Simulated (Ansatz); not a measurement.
Gas-phase electronic energies from Ansatz, PBE0-D4/def2-TZVP geometries. CBS: MP2 limit from def2 TZ/QZ plus the TZ coupled-cluster correction, frozen cores. This one scheme is used for every species. DFT in def2-TZVPP. B3LYP here is the variant with VWN-RPA as its local correlation; programs differ in this. Each species was taken in one conformer, which may not be the lowest.

Reaction (ligand exchange at the Si–F bond): `F[SiH2]S[SiH3]` + H₂S → `[SiH3]S[SiH2]S` + H–F

Task: Is it downhill or uphill in electronic energy at CCSD(T)/CBS, and by how much? (Best estimate.)

Result: Computed: Uphill: ΔE = +17.7 kcal/mol.

Task: What do these levels give: PBE-D4, r2SCAN-D4, PBE0-D4, r2SCAN, B3LYP, HF/def2-TZVPP, SCS-MP2/def2-TZVPP, CCSD/def2-TZVPP, CCSD(T)/def2-TZVPP, HF/def2-QZVPP, SCS-MP2/def2-QZVPP, HF/CBS(def2)? (Best estimate.)

Result: The calculation gave: PBE-D4 15.2, r2SCAN-D4 18.6, PBE0-D4 15.6, r2SCAN 19.0, B3LYP 22.0, HF/def2-TZVPP 25.0, SCS-MP2/def2-TZVPP 19.5, CCSD/def2-TZVPP 19.8, CCSD(T)/def2-TZVPP 18.6, HF/def2-QZVPP 25.6, SCS-MP2/def2-QZVPP 19.1, HF/CBS(def2) 25.7 kcal/mol.

Largest T1 diagnostic among the species: 0.012.

The D4 term adds −2.9 kcal/mol with B3LYP and −1.6 kcal/mol with PBE0; it sums over pairs of atoms, weighted by their polarisabilities, and B3LYP, whose exchange is more repulsive, gets the larger term. In def2-TZVPP, CCSD(T) changes the Hartree–Fock value by −6.4 kcal/mol (the triples alone add −1.2 kcal/mol) and MP2 by −7.8 kcal/mol.
